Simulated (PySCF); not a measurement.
An unknown is described by computed data only.

Elements present: C, Cl, F, H and O. Monoisotopic mass: 157.9935 u.

| Quantity | Value |
| --- | --- |
| Rotational structure | rotational constants A, B, C: 3.081, 0.616, 0.514 GHz [PBE0-D3(BJ)/def2-TZVP] |
| 13C NMR | chemical shifts (computed TMS as zero) by class: 178.5 (1 C), 178.1 (1 C), 143.1 (2 C), 134.7 (1 C), 121.6 (2 C) ppm [GIAO B97-2/pcSseg-2] |
| NMR, other nuclei | isotropic shieldings of nuclei other than C and H, by class: -205 (1 O), 277 (1 F), 543 (1 Cl) ppm [GIAO B97-2/pcSseg-2] |
| Dipole | 2.61 D [B97-2/pcSseg-2] |
| 1H NMR | chemical shifts (computed TMS as zero) by class: 8.65 (2 H), 7.34 (2 H) ppm [GIAO B97-2/pcSseg-2] |

Electronic properties: PySCF, gas phase, density fitting. Levels stand in brackets. One conformer (not necessarily the lowest) at the PBE0-D3(BJ)/def2-TZVP geometry, without solvent, vibrations or thermal averaging. NMR classes are plain means over equivalent atoms (diastereotopic ones count apart unless rotation or inversion swaps them), as if these changed places fast.

Q: Which formula fits the mass and the elements?

A: C7H4ClFO (calculated 157.9935). No other formula that holds each of these elements comes within 0.0003 u with a fitting electron parity and a possible valence count.

Q: What is the compound? Reason from the data.

A: Numbering: `[O:1]=[C:2]([Cl:3])[c:4]1[cH:5][cH:6][c:7]([F:8])[cH:9][cH:10]1`. Its formula, C7H4ClFO, gives 5 degrees of unsaturation: 1 ring and 4 π bonds in the structure found (Kekulé form). 7 carbons fall into 5 classes; from least to most shielded: acyl halide carbon [C2] (178.5 ppm), aromatic C–F carbon [C7] (178.1 ppm), aromatic CH carbon [C5/C10] (143.1 ppm, 2 C, up to 3.1 ppm apart in this geometry), substituted aromatic carbon [C4] (134.7 ppm), aromatic CH carbon [C6/C9] (121.6 ppm, 2 C). Hydrogen classes from least to most shielded: 2 H on 2 aromatic CH carbons, C5/C10 (8.65 ppm), 2 H on 2 aromatic CH carbons, C6/C9 (7.34 ppm). The other shieldings belong to: -205 ppm, carbonyl oxygen [O1]; 277 ppm, aryl fluorine [F8]; 543 ppm, chlorine bonded to C [Cl3]. By its constants the optimised geometry is an asymmetric top. Structure: `O=C(Cl)c1ccc(F)cc1`. The assignments are read from this structure; whether some other isomer fits the data as well wasn't checked.

Shape of the structure used: `[O:1]=[C:2]([Cl:3])[c:4]1[cH:5][cH:6][c:7]([F:8])[cH:9][cH:10]1`: O1–C2–C4–C5 178°.
